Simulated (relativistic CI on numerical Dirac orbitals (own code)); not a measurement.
# Rh⁴⁺: M2,3 absorption edge

Computed with this model: Dirac-Coulomb-Breit CI, KLI orbitals optimised for each configuration, QED by a radiative potential, valence Slater integrals scaled by 0.8, multiplet model of core-to-valence dipole absorption; configurations [Kr] 4d5 → [Ne] 3s2 3p5 3d10 4s2 4p6 4d6; 300 K; Lorentzian 1.2 eV and Gaussian 0.4 eV FWHM. Energies are those of the free ion, without screening or charge transfer. The branching ratio is the share of the lower-energy edge in the whole absorption, uncertain by about 0.02 where the edges overlap. S is read from ⟨S²⟩ = S(S + 1).

Field parameters in Wybourne normalisation: Oh B⁴₀ = 21Dq, B⁴₄ = √(5/14) B⁴₀. The field is a parameter set, without covalency.

Computed curve for Oh, 10Dq = 7250 cm⁻¹, scaled to 100 at the maximum (points under 2 are left out and the grid is thinned):

(Energy (eV), Intensity): (499.25, 2.0), (499.75, 2.5), (500.00, 2.8), (500.50, 3.5), (501.00, 4.5), (501.50, 6.2), (501.75, 7.4), (502.25, 11.1), (502.75, 18.5), (503.25, 35.5), (503.50, 50.7), (504.00, 86.5), (504.50, 99.9), (505.00, 94.7), (505.25, 80.9), (505.75, 46.9), (506.25, 26.4), (506.75, 15.4), (507.00, 12.0), (507.50, 7.9), (508.00, 5.7), (508.50, 4.2), (508.75, 3.7), (509.25, 2.9), (509.75, 2.3), (527.25, 2.2), (527.50, 2.6), (528.00, 4.0), (528.50, 6.8), (529.00, 13.6), (529.25, 19.3), (529.75, 29.3), (530.25, 29.3), (530.75, 24.8), (531.00, 20.9), (531.50, 11.5), (532.00, 6.0), (532.50, 3.6), (532.75, 3.0), (533.25, 2.1)

The ground state has S = 2.49, and the centroid lies at 510.48 eV.
